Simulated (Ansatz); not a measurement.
Pulling on the Mg1–O2 bond in MgO (multiplicity 1 held). Energies count from the point at 1.739 Å.


Restricted levels (R-, RO-) in cc, def2 and unpolarised 6-31G sets keep to the state of the molecule at rest. U- levels take the lowest unrestricted solution at each point, which mixes spins at long bonds. Full CI gives the lowest state of the spin. Curves can end on different states.

Correlated levels freeze the cores.

Programs: Ansatz (an electronic-structure program). 

Energies in eV.

```
R (Å)  U-HF/6-31G  R-MP2/6-31G  U-MP2/6-31G  R-SCS-MP2/6-31G  U-SCS-MP2/6-31G  FCI/6-31G
-----  ----------  -----------  -----------  ---------------  ---------------  ---------
1.392        3.59         3.43         3.63             3.48             3.64       3.53
1.565        1.04         0.65         0.99             0.71             1.01       0.83
1.739        0.00         0.00         0.00             0.00             0.00       0.00
1.913       -0.26         0.50        -0.33             0.42            -0.33       0.01
2.087       -0.05         1.34        -0.19             1.20            -0.19       0.29
2.348        0.61         2.49         0.38             2.29             0.38       0.85
2.609        1.38         3.32         1.07             3.08       (withheld)       1.52
3.044        1.70         4.11         2.24             3.83             2.11       2.50
3.479        1.72         4.45         2.33             4.14       (withheld)       3.15
4.001        1.71         4.59         2.32             4.26       (withheld)       3.49
4.696        1.70         4.63         2.31             4.30             2.12       3.54
5.566        1.70         4.64         2.32             4.31             2.13       3.54
6.958        1.71         4.64         2.32             4.31             2.13       3.55
```

**Question.** Fill in the missing entries.

**Answer.** 
- 3.479, U-SCS-MP2/6-31G: 2.15
- 2.609, U-SCS-MP2/6-31G: 1.06
- 4.001, U-SCS-MP2/6-31G: 2.14

Doubts at one or more of the structures used: a spin-contaminated determinant (U-HF/6-31G, U-MP2/6-31G, U-SCS-MP2/6-31G); a restricted determinant that unrestricted orbitals would lower (R-MP2/6-31G, R-SCS-MP2/6-31G).
